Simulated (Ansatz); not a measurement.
Consider the substitution at a C–S bond: `CSCN` + `[NH2][AlH2]` → `NC[NH][AlH2]` + CH₃SH.

Gas-phase electronic energies from Ansatz, PBE0-D4/def2-TZVP geometries. CCSD(T)/CBS is the MP2 limit (def2-TZVPP, def2-QZVPP) plus CCSD(T) − MP2 in def2-TZVPP, frozen cores. This one scheme is used for every species. Functionals use def2-TZVPP. B3LYP here is the variant with VWN-RPA as its local correlation; programs differ in this. One conformer a species, not always the lowest.

**Question.** Is it downhill or uphill in electronic energy at CCSD(T)/CBS, and by how much? (Best estimate.)

**Answer.** Computed: Uphill: ΔE = +29.8 kJ/mol.

**Question.** What do these levels give: BLYP-D4, r2SCAN-D4, r2SCAN0-D4, B2PLYP, PBE-QIDH, r2SCAN, B3LYP, r2SCANh, r2SCAN0, LC-ωPBE, CCSD/def2-SVP, HF/def2-TZVPP? (An estimate is asked.)

**Answer.** Computed: BLYP-D4 30.8, r2SCAN-D4 32.4, r2SCAN0-D4 30.4, B2PLYP 27.7, PBE-QIDH 28.4, r2SCAN 32.1, B3LYP 26.3, r2SCANh 31.3, r2SCAN0 30.0, LC-ωPBE 26.8, CCSD/def2-SVP 9.4, HF/def2-TZVPP 18.3 kJ/mol.

Largest T1 diagnostic among the species: 0.011.

At CCSD(T), def2-SVP lies −19.0 kJ/mol from the extrapolated value and def2-TZVPP −4.6 kJ/mol. In def2-TZVPP, CCSD(T) changes the Hartree–Fock value by +6.8 kJ/mol (the triples alone add +2.2 kJ/mol) and MP2 by +12.1 kJ/mol. From BLYP to BHLYP (50 % exact exchange), in def2-TZVPP and without D4, ΔE moves by −4.1 kJ/mol.
